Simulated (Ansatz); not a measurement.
Geometry optimisation, RKS PBE0-D4/def2-SVP in Ansatz 0.2.0.

Input file:

```yaml
crystal:
  periodic: [false, false, false]
  atoms:
    - { symbol: Al, position_ang: [0.062828, 0.560836, -0.512665] }
    - { symbol: O, position_ang: [0.022828, 0.051546, 2.397395] }
    - { symbol: Si, position_ang: [-1.372066, -0.44688, 3.215187] }
    - { symbol: H, position_ang: [-2.17684, -1.293294, 2.291397] }
    - { symbol: H, position_ang: [-1.014474, -1.241215, 4.426102] }
    - { symbol: H, position_ang: [-2.145181, 0.763348, 3.625079] }
    - { symbol: F, position_ang: [1.434366, -0.18468, -1.032588] }
    - { symbol: F, position_ang: [-1.412035, -0.125783, -0.766681] }
    - { symbol: Br, position_ang: [0.144775, 2.750148, 0.372482] }
    - { symbol: H, position_ang: [0.2335, 1.005574, 2.500393] }
basis:
  gaussian: { orbitals: def2-SVP }
hamiltonian:
  xc: pbe0
  dispersion: d4
relax:
  f_tol: 0.03
  max_steps: 50
output:
  orbitals: {}
```

Run as:

```bash
$ ansatz run input.yaml --threads 4 --pin off --max-ram 5120MiB --backend cpu --events-out ev --progress --plain --runs-dir out
```

**Question.** Where does it end, and by what steps?

**Answer.** It converged. After 21 steps the energy has fallen by 1.245 eV; F8 moved furthest, 1.06 Å. Joined: Al1–O2 (2.95 → 1.90 Å).

```tsv
step	energy less start (eV)	largest force component (eV/Å)	accepted
0	0.0000	1.329	yes
1	-0.2950	0.744	yes
2	-0.6538	1.312	yes
3	-0.9485	0.998	yes
4	-1.0873	0.506	yes
5	-1.1247	0.358	yes
6	-1.1477	0.304	yes
7	-1.1721	0.248	yes
8	-1.1912	0.379	yes
9	-1.2076	0.334	yes
10	-1.2218	0.260	yes
11	-1.2288	0.198	yes
12	-1.2303	0.501	yes
13	-1.2357	0.285	yes
14	-1.2390	0.181	yes
15	-1.2412	0.146	yes
16	-1.2421	0.103	yes
17	-1.2439	0.031	yes
18	-1.2439	0.031	yes
19	-1.2442	0.113	yes
20	-1.2445	0.035	yes
21	-1.2446	0.011	yes
```

```xyz
10
Properties=species:S:1:pos:R:3
Al -0.108 0.675 0.189
O 0.024 0.223 2.034
Si -1.386 -0.459 2.819
H -1.691 -1.747 2.163
H -0.881 -0.669 4.205
H -2.484 0.532 2.810
F 0.951 -0.328 -0.609
F -1.721 0.180 0.206
Br 0.328 2.888 0.113
H 0.747 0.544 2.587
```

Whether the end is a true minimum wasn't checked by a vibrational analysis.

The run took 55 s on 4 threads of Arm Neoverse V2, on a shared host, peak memory 0.36 GiB.
